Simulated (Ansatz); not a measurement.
Ideal-gas functions of C₂H₃IO (`CC(=O)I`) at 298.15 K and 1 bar, from an Ansatz frequency run at PBE0-D4/def2-TZVP.

Molar mass 169.95 g/mol, point group Cs (symmetry number 1), electronic degeneracy 1, moments of inertia 49.432, 227.429, 273.745 u Å². Harmonic wavenumbers (cm⁻¹, unscaled): 137, 270, 299, 477, 561, 952, 1022, 1096, 1372, 1449, 1449, 1918, 3066, 3153, 3169.

Use S(trans) = R[1.5 ln M + 2.5 ln T − 1.1517]; rotational temperatures θ = 24.2544 K / I; S(rot) = R[ln(√π/σ · √(T³/θAθBθC)) + 1.5]; for each mode x = 1.438777 ν̃/T, S = R[x/(eˣ − 1) − ln(1 − e⁻ˣ)] and H = RT x/(eˣ − 1); 1 cm⁻¹ = 0.0119627 kJ/mol; R = 8.31446 J/(mol·K).

Task: By hand: the entropy, in J/(mol·K).

Result: Translation 172.9. Rotation: θ = 0.4907, 0.1066, 0.0886 K, giving 110.6. Vibration, mode by mode: 11.90, 6.68, 5.95, 3.00, 2.18, 0.47, 0.36, 0.27, 0.08, 0.06, 0.06, 0.01, 0.00, 0.00, 0.00, in all 31.0. Electronic 0.0. Sum 314.5 J/(mol·K).

Task: By hand: H − E and G − E in kJ/mol, counted from the electronic energy.

Result: Zero-point energy ½ × 20390 × 0.0119627 = 122.0; thermal vibration 5.5; translation, rotation and pV give 4 RT = 9.9. H − E = 137.4 kJ/mol, and G − E = 137.4 − 298.15 × 314.5/1000 = 43.6 kJ/mol.

Vibration gives 10 % of the entropy, 11.9 J/(mol·K) of it from the mode under 150 cm⁻¹: soft modes count most, and the harmonic formula is weakest for them.
